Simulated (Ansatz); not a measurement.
Geometry optimisation, RKS PBE/def2-mTZVP in Ansatz 0.2.0.

Input file:

```yaml
crystal:
  periodic: [false, false, false]
  atoms:
    - { symbol: Si, position_ang: [-0.1713, 1.1891, -0.6515] }
    - { symbol: "N", position_ang: [-0.5297, -0.5059, -0.3591] }
    - { symbol: Si, position_ang: [0.0192, -0.855, 1.2843] }
    - { symbol: Zn, position_ang: [0.0492, -2.0159, -1.0859] }
    - { symbol: H, position_ang: [-0.6747, 1.5695, -2.0358] }
    - { symbol: H, position_ang: [-0.9577, 2.0664, 0.3118] }
    - { symbol: H, position_ang: [1.2477, 1.5156, -0.5537] }
    - { symbol: H, position_ang: [-0.4206, -2.1503, 1.7183] }
    - { symbol: H, position_ang: [1.5265, -0.8599, 1.3545] }
basis:
  gaussian: { orbitals: def2-mTZVP }
hamiltonian:
  xc: pbe
relax:
  f_tol: 0.02
  max_steps: 50
output:
  orbitals: {}
```

Command:

```bash
$ ansatz run input.yaml --threads 2 --pin off --max-ram 3072MiB --backend cpu --events-out ev --progress --plain --runs-dir out
```

Question: Where does it end, and by what steps?

Answer: The run converged. The force dipped under the threshold on the way, but the program's further checks kept it going. After 31 steps the energy has fallen by 1.814 eV; Zn4 moved furthest, 2.00 Å. Parted: N2–Zn4 (1.77 → 3.13 Å), Si3–Zn4 (2.64 → 3.93 Å).

| step | energy less start (eV) | largest force component (eV/Å) | accepted |
| --- | --- | --- | --- |
| 0 | 0.0000 | 3.133 | yes |
| 2 | -1.1372 | 0.994 | yes |
| 4 | -1.5466 | 0.275 | yes |
| 6 | -1.6668 | 0.909 | yes |
| 8 | -1.7361 | 0.247 | yes |
| 10 | -1.7625 | 0.359 | yes |
| 12 | -1.7849 | 0.126 | yes |
| 14 | -1.7965 | 0.088 | yes |
| 16 | -1.8009 | 0.080 | yes |
| 18 | -1.8061 | 0.114 | yes |
| 20 | -1.8092 | 0.073 | yes |
| 22 | -1.8112 | 0.042 | yes |
| 24 | -1.8123 | 0.027 | yes |
| 26 | -1.8134 | 0.048 | yes |
| 28 | -1.8139 | 0.035 | yes |
| 30 | -1.8141 | 0.029 | yes |
| 31 | -1.8142 | 0.005 | yes |

```xyz
9
Properties=species:S:1:pos:R:3
Si 0.004 1.311 -0.669
N -0.057 -0.251 0.064
Si 0.481 -1.135 1.287
Zn -1.831 -2.081 -1.753
H 0.483 1.172 -2.083
H -1.375 1.897 -0.696
H 0.909 2.293 0.026
H 0.056 -2.556 1.432
H 1.418 -0.697 2.375
```

Run time: 27 s on 2 threads of AMD EPYC 9R45 96-Core Processor (Zen 5), on a shared host, peak memory 0.24 GiB.
